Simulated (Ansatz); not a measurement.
Input for Ansatz (development build ahead of 0.2.0):

```yaml
crystal:
  periodic: [false, false, false]
  atoms:
    - { symbol: C, position_ang: [0.0, 1.4, 0.0] }
    - { symbol: C, position_ang: [1.21244, 0.7, 0.0] }
    - { symbol: C, position_ang: [1.21244, -0.7, 0.0] }
    - { symbol: C, position_ang: [0.0, -1.4, 0.0] }
    - { symbol: C, position_ang: [-1.21244, -0.7, 0.0] }
    - { symbol: C, position_ang: [-1.21244, 0.7, 0.0] }
    - { symbol: C, position_ang: [2.42487, 1.4, 0.0] }
    - { symbol: C, position_ang: [3.63731, 0.7, 0.0] }
    - { symbol: C, position_ang: [3.63731, -0.7, 0.0] }
    - { symbol: C, position_ang: [2.42487, -1.4, 0.0] }
    - { symbol: H, position_ang: [0.0, 2.485, 0.0] }
    - { symbol: H, position_ang: [0.0, -2.485, 0.0] }
    - { symbol: H, position_ang: [-2.15207, 1.2425, 0.0] }
    - { symbol: H, position_ang: [2.42487, 2.485, 0.0] }
    - { symbol: H, position_ang: [4.57694, 1.2425, 0.0] }
    - { symbol: H, position_ang: [4.57694, -1.2425, 0.0] }
basis:
  gaussian: { orbitals: def2-SVP }
hamiltonian:
  xc: hf
```

The input is written out in the form of the current development build from the run's settings.

Output:

```
Converged                       : yes
Total energy                    : -381.58945 hartree
Spin squared of the determinant : 0.000
Stability test                  : minimum among restricted orbitals
```

Caution: an unrestricted determinant lies well below.
